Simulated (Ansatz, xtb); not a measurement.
# C8H4N2: which of two isomers lies lower

Structure I: `C#Cc1cncnc1C#C`, a singlet. Structure II: `C#Cc1cc(C#C)ncn1`, a singlet. Both are isolated molecules in the gas phase, relaxed with B3LYP-D3(BJ)/def2-SVP.

Energies in hartree; the thermal terms are from GFN2-xTB frequencies at re-optimised GFN2-xTB minima (ideal gas, soft modes damped towards free rotors, one conformer each, 298.15 K, 1 atm) and include the zero-point energy:

|  | I | II |
| --- | --- | --- |
| E, CCSD(T)/def2-SVP | −415.131889 | −415.131054 |
| E, MP2/def2-SVP | −415.033794 | −415.033152 |
| E, MP2/def2-TZVPP | −415.775673 | −415.774677 |
| zero-point energy | 0.090892 | 0.090960 |
| H(298 K) − E | 0.100840 | 0.100864 |
| G(298 K) − E | 0.056854 | 0.057552 |

Correct the CCSD(T) difference for the basis set by the MP2 change, then work out ΔE, ΔE₀, ΔH and ΔG for I → II in kcal/mol (1 Eh = 627.51 kcal/mol) and the equilibrium ratio [II]/[I].

1. Differences II − I: CCSD(T) +0.000835, MP2 in the small set +0.000642, MP2 in the large set +0.000996 Eh.
2. ΔE = +0.000835 + (+0.000996 − (+0.000642)) = +0.001189 Eh = +0.75 kcal/mol.
3. ΔE₀ = ΔE + ΔZPE = +0.001189 + (+0.000068) Eh = +0.79 kcal/mol.
4. ΔH = ΔE + (+0.000024) Eh = +0.76 kcal/mol.
5. ΔG = ΔE + (+0.000698) Eh = +1.18 kcal/mol, so ΔS = (ΔH − ΔG)/T = −5.9 J/(mol K).
6. kT = 0.9442 mEh, so K = [II]/[I] = exp(−ΔG/kT) = exp(−2.00) ≈ 0.14.

The sums favour I, but ΔE leans on the basis-set step (CCSD(T) alone has the other sign or is under 1 kcal/mol), so the order isn't settled. An error of 1 kcal/mol in ΔG would change K by a factor of 5.4. Mirror images and further conformers aren't counted.

As drawn, both hold the same kinds of bond in the same numbers.

Other levels gave ΔE = +1.0 (GFN2-xTB); +0.4 (HF/STO-3G, GFN2-xTB geometries); +1.3 (r2SCAN-D4/def2-SVP, GFN2-xTB geometries); +1.3 (B3LYP-D3(BJ)/def2-SVP); +0.3 (HF/def2-SVP); +0.4 (MP2/def2-SVP); +0.5 (CCSD(T)/def2-SVP) kcal/mol. The correlated steps freeze 10 core orbitals. Programs: Ansatz 0.2.0, xtb 6.7.1.
